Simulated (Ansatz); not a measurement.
Consider the ligand exchange at the Al–C bond: `C[CH2][Al]([CH3])[OH]` + HBr → `[CH3][Al]([OH])[Br]` + `CC`.

Calculated with Ansatz (gas phase, PBE0-D4/def2-TZVP geometries, no zero-point term in ΔE). CCSD(T)/CBS adds triple-zeta CCSD(T) − MP2 to the extrapolated MP2 energy (def2 sets, frozen cores). This one scheme is used for every species. Functionals use def2-TZVPP. For Br outer-core shells are correlated without core-valence functions, which leaves a few kJ/mol of doubt a bond. Scalar relativity is left out up to krypton. Each species was taken in one conformer, which may not be the lowest.

`C[CH2][Al]([CH3])[OH]`:

```xyz
14

C     1.665    0.957   -0.346
C     0.958    0.332    0.857
Al   -0.769   -0.517    0.470
C    -1.588   -0.554   -1.295
O    -1.643   -1.277    1.721
H     1.878    0.215   -1.121
H     1.054    1.733   -0.817
H     2.619    1.420   -0.074
H     0.800    1.091    1.635
H     1.610   -0.414    1.331
H    -1.781    0.458   -1.664
H    -2.536   -1.097   -1.291
H    -0.930   -1.029   -2.031
H    -1.337   -1.318    2.625
```

HBr:

Cartesian coordinates in Å:
```
Br 0.185 -0.029 0.685
H -0.185 0.029 -0.685
```

`[CH3][Al]([OH])[Br]`:

```xyz
8

C     1.275    0.202   -0.208
Al   -0.636   -0.021   -0.061
O    -1.323   -0.737    1.306
Br   -2.033    0.665   -1.709
H     1.534    1.258   -0.329
H     1.788   -0.181    0.676
H     1.660   -0.322   -1.087
H    -2.265   -0.864    1.412
```

`CC`:

```xyz
8

C    -0.713   -0.261   -0.026
C     0.713    0.261    0.026
H    -0.747   -1.343    0.120
H    -1.333    0.195    0.750
H    -1.181   -0.045   -0.989
H     0.747    1.343   -0.120
H     1.333   -0.195   -0.750
H     1.181    0.045    0.989
```

| level | ΔE (kJ/mol) |
| --- | --- |
| B97M-V | -190.4 |
| r2SCANh-D4 | -193.8 |

(1) What does CCSD(T)/CBS give? (Best estimate.)

Largest T1 diagnostic among the species: 0.011.

## Answers

(1) Computed: -190.0 kJ/mol. The listed levels differ from it by -0.4, -3.8 kJ/mol.

From PBE to PBE0 (25 % exact exchange), in def2-TZVPP and without D4, ΔE moves by −6.9 kJ/mol. Leaving LDA and LC-ωPBE aside and taking each functional with its dispersion term where it has one, the values, not all of them listed here, spread over 17.3 kJ/mol, from BHLYP-D4 to revPBE-D4. LDA lies +6.5 kJ/mol from PBE without D4.
